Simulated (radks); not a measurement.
The numbers below are computed, except where a source is named.
Excited configurations of Pm I: one electron is placed in a higher orbital outside [Xe] 4f5 6s1. The ground configuration is [Xe] 4f5 6s2. Code: a radial shooting solver on a logarithmic mesh with Libxc functionals. Model: Dirac Kohn-Sham, LDA (Slater exchange, Perdew-Wang correlation), spin-unpolarised, spherical densities, point nucleus; open shells fill j = l - 1/2 first. Excitation = E - E(ground); binding = E(ion) - E, where the ion is the core of charge +1; n* = 1/sqrt(2 binding) in atomic units, and the quantum defect is n - n*.

| outer orbital | excitation (eV) | binding (eV) | n* | eigenvalue (eV) |
|---|---|---|---|---|
| 5d3/2 | 1.781 | 4.283 | 1.782 | -1.373 |
| 5f5/2 | 5.127 | 0.936 | 3.812 | -0.428 |
| 6p1/2 | 2.327 | 3.736 | 1.908 | -1.915 |
| 6d3/2 | 4.544 | 1.520 | 2.992 | -0.728 |
| 6f5/2 | 5.403 | 0.661 | 4.538 | -0.373 |
| 7s1/2 | 3.926 | 2.137 | 2.523 | -1.267 |
| 7p1/2 | 4.456 | 1.607 | 2.909 | -0.935 |
| 7d3/2 | 5.124 | 0.939 | 3.806 | -0.544 |
| 7f5/2 | 5.582 | 0.481 | 5.316 | -0.297 |

The Delta-SCF ionisation energy is 6.064 eV (NIST Atomic Spectra Database: 5.582 eV, measured). Self-interaction in the functional shifts the binding energies and quantum defects, so they are the method's values and not measured ones. Spin polarisation and multiplet splitting are left out, so open shells lie too high by an amount that depends on their filling.

Beside tabulated values, note that spin-unpolarised runs miss the spin-polarisation part of the exchange energy of open shells.
